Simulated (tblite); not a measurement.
Compound: C₄H₁₀S₂Si.
Geometry (GFN2-xTB, Å), atoms numbered from 1 in this order:
```
atom  x, y, z in Å
C1    -3.359    0.466    0.542
C2    -2.610    1.289   -0.169
S3    -0.988    1.029   -0.772
Si4   -0.446   -0.931   -0.057
S5     1.480   -1.414   -0.833
C6     2.335    0.207   -0.883
C7     2.626    0.750    0.501
H8    -3.033   -0.513    0.845
H9    -4.348    0.761    0.846
H10   -2.959    2.267   -0.464
H11   -0.431   -0.884    1.401
H12   -1.341   -1.934   -0.604
H13    3.256    0.010   -1.430
H14    1.713    0.890   -1.461
H15    1.700    0.988    1.022
H16    3.181    0.021    1.086
H17    3.218    1.660    0.419
```

Method: GFN2-xTB as coded in tblite; computed harmonic values from a numerical Hessian at the method's own geometry, unscaled. Against measured fundamentals such values can be off by several per cent, at times by over 20. Modes of hydrogen on silicon can be 10 to 20 % off. One conformer, not necessarily the lowest.

Harmonic wavenumbers (cm⁻¹): 37.8, 46.4, 78.2, 101.1, 109.7, 152.6, 194.1, 244.7, 324.3, 389.8, 478.8, 489.2, 549.0, 561.6, 594.6, 669.3, 692.8, 716.4, 761.4, 795.0, 846.3, 982.6, 1014.4, 1015.7, 1034.7, 1083.4, 1224.7, 1248.2, 1256.5, 1390.7, 1403.8, 1449.8, 1485.0, 1488.6, 1658.4, 2284.3, 2362.1, 2993.2, 3003.6, 3025.3, 3027.6, 3040.0, 3084.1, 3110.4, 3139.3.

A = 2790, B = 801.8, C = 702.2 MHz; mass 149.999 u (most abundant isotopes); point group C1, symmetry number 1.

**Question.** What is the zero-point energy?

**Answer.** ½Σν̃ = 27820 cm⁻¹ = 79.54 kcal/mol.

**Question.** Entropy at 298.15 K, 1 bar (ideal gas, RRHO, classical rotation)?

**Answer.** Translation 40.95, rotation 29.70, vibration 34.97: S = 105.6 cal/(mol K).

**Question.** And Cp and H(298.15 K) − H(0)?

**Answer.** Cp = 39.55 cal/(mol K), of which vibrations give 31.61 (their classical limit is 45 R = 89.4); H(298.15 K) − H(0) = 7.50 kcal/mol without the zero-point energy, 5.13 from vibrations.

**Question.** Blend soft modes into free rotors: weight 1/[1 + (100 cm⁻¹/ν̃)⁴] for the oscillator and the rest for a rotor with moment μB/(μ + B), μ = h/(8π²ν), B = 10⁻⁴⁴ kg m². What vibrational entropy results?

**Answer.** 31.04 cal/(mol K) in place of 34.97, which changes −T·S at 298.15 K by +1.17 kcal/mol.

**Question.** Which modes carry the vibrational entropy at 298.15 K?

**Answer.** 37.8 cm⁻¹: 5.37; 46.4 cm⁻¹: 4.97; 78.2 cm⁻¹: 3.94; 101.1 cm⁻¹: 3.43; 109.7 cm⁻¹: 3.27; 152.6 cm⁻¹: 2.64 cal/(mol K); the other 39 give 11.35 together.

Hindered rotation and anharmonicity are outside this model. Other conformers, if any are populated, would add a mixing term that is left out. The structure is chiral; the term R ln 2 for an equal mix with its mirror image is left out.
